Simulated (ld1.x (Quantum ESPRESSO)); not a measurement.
# Configuration tests for Ar (Z = 18) (ultrasoft)

ld1.x (Quantum ESPRESSO) 7.5 input, shortened:

```
&input
   title='Ar', zed=18., rel=1, dft='PBE', iswitch=3,
   config='[Ar] 3d-2'
 /
 &inputp
   pseudotype=3, tm=.true., lloc=-1, rcloc=1.10,
   nlcc=.false.
 /
6
3S  1  0   2.00   0.00  0.75  1.00  0.0
3S  1  0   0.00  -1.00  0.75  1.00  0.0
3P  2  1   6.00   0.00  1.35  1.60  0.0
3P  2  1   0.00  -0.10  1.35  1.60  0.0
3D  3  2  -2.00   0.10  1.05  1.35  0.0
3D  3  2  -2.00   1.55  1.05  1.35  0.0
 &test
   configts(1)='3s2 3p6'
 /
```

Energies are relative to the spin-unpolarised reference configuration 3s2 3p6; without spin polarisation the order of configurations can differ from experiment.

```tsv
valence configuration	charge	ΔE all-electron (eV)	error AE − PS (meV)
3s2 3p4	+2	44.717	+15
3s2 3p2	+4	144.936	+200
3s1 3p6	+1	30.673	+44
3s2 3p5.5	+0.5	6.547	-0.3
```

(1) What are ΔE and the potential's error for 3s2 3p5?

(2) What are ΔE and the potential's error for 3s2 3p3?

Levels in the configuration 3s2 3p2:

| level | all-electron (eV) | pseudo (eV) |
| --- | --- | --- |
| 3s | -81.621 | -81.612 |
| 3p | -65.502 | -65.303 |

Note: ghost state, extra bound levels that the all-electron valence spectrum of the same l lacks: s at -68.8 eV. A true bound ghost makes a file unfit for plane-wave use.

## Answers

(1) ΔE = 16.058 eV all-electron; the error (AE − PS) is +0.8 meV.

(2) ΔE = 87.301 eV all-electron; the error (AE − PS) is +67 meV.
